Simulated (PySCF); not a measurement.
Exercise with solution: oscillator strength and radiative lifetime

In(Cl)(vinyl)2 (C4H6ClIn), SMILES C=[CH][In]([Cl])[CH]=C.

Coordinates come from a PBE-D3(BJ)/def2-SVP optimisation. The def2 effective core potentials stand for the cores of In; spin–orbit coupling is left out. One conformer was computed; it need not be the lowest.

TDA-LC-ωPBE/def2-SVPD run with PySCF puts the first singlet state with f over 0.02 at 6.63 eV (vertical), with the transition dipole (0.432, 1.079, 0.000) in atomic units.

Q: Find the oscillator strength, the wavelength and the radiative lifetime that this transition would have in vacuum if emission retraced absorption.

A: 
|μ|² = 1.3509 au, so |μ| = 2.95 D. ΔE = 6.63/27.211 = 0.2436 hartree. f = (2/3) ΔE |μ|² = 0.219 (the program prints 0.219).
λ = 1239.84/6.63 = 187 nm; ν = 53475 cm⁻¹.
Einstein's coefficient A = 0.6670 ν² f s⁻¹ (ν in cm⁻¹) = 4.2e8 s⁻¹, so τ = 1/A = 2.4 ns. This state is S3; the lower singlets have f = 0.000, 0.009. The figure is the radiative limit of this one transition; relaxation, internal conversion, crossing to triplets and a medium change what is measured.
